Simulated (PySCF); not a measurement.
Computed Raman spectrum (relative Raman activity) of a molecule C2H5NOSi. Geometry: ωB97X-D3(BJ)/def2-SVP. The values are those of a single conformer. All values below come from PySCF with ωB97X-D3(BJ)/def2-SVP. Frequencies are harmonic and unscaled.

Lines under 2 % of the strongest are left out, and lines within 2 cm⁻¹ are merged.

ν (cm⁻¹): 580 (vw), 717 (w), 741 (w), 774 (vw), 891 (w), 940 (w), 982 (w), 1439 (w), 1444 (w), 1550 (m), 2264 (m), 2268 (vs), 3070 (s), 3174 (s), 3180 (m) (against the strongest line: vs over 80 %, s over 45 %, m over 15 %, w over 4 %, vw less)

Pick the molecule that these values belong to.
A) C[SiH2]N=C=O
B) N[Si@H]1C=CO1
C) [SiH3]C1=NCO1
D) C#C[Si@H](N)O

A, C[SiH2]N=C=O
